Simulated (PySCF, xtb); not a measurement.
H3Ti, SMILES [TiH3+] (connectivity only; charge and spin as stated), charge +1, multiplicity 1.

Harmonic wavenumbers (cm⁻¹) from GFN2-xTB (xtb) at its own minimum, in rising order: 458, 679, 679, 1325, 1329, 1331.

Task: What does PBE-D3(BJ)/def2-TZVPD (PySCF) give at its own minimum? (An estimate is asked for; the answer gives what the named calculation found.)

Result: 228, 602, 839, 1660, 1767, 2150. Paired by order, the mean absolute difference is 343 cm⁻¹ and the zero-point energies are 8.3 and 10.4 kcal/mol.
